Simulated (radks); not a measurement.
The numbers below are computed, except where a source is named.
Valence configurations of Tm+ (all share [Xe]). Level of theory: scalar-relativistic Kohn-Sham, PBE, spin-polarised, spherical densities, point nucleus; open shells are filled with parallel spins first (spin-orbit coupling, left out, can overturn this in heavy ions) (a radial shooting solver on a logarithmic mesh with Libxc functionals). Energies are relative to 4f13 6s1; eigenvalues in eV for spin up.

valence           E (eV)  moment (Bohr magnetons)    e(4f)   e(5d)   e(6p)    e(6s)
4f13 6s1           0.000                        2  -10.097       -       -   -9.525
4f13.5 6s0.5       0.696                        1   -6.436       -       -   -8.573
4f13 6s0.5 6p0.5   1.868                        2  -10.823       -  -6.168   -9.908
4f14               2.373                        0   -3.696       -       -        -
4f13.5 6p0.5       2.400                        1   -7.148       -  -5.586        -
4f13 5d1           2.760                        2   -8.624  -5.939       -        -
4f12 6s2           3.565                        2  -19.160       -       -  -10.845
4f13 6p1           3.729                        2  -11.537       -  -6.560        -
4f12 5d1 6s1       4.489                        4  -16.879  -8.556       -  -10.470
4f12 6s1 6p1       7.204                        4  -20.469       -  -7.652  -12.123

NIST lists [Xe] 4f13 6s1 as the ground configuration; this level of theory agrees among the configurations tried. The energies are those of spherical high-spin densities, not of single terms.
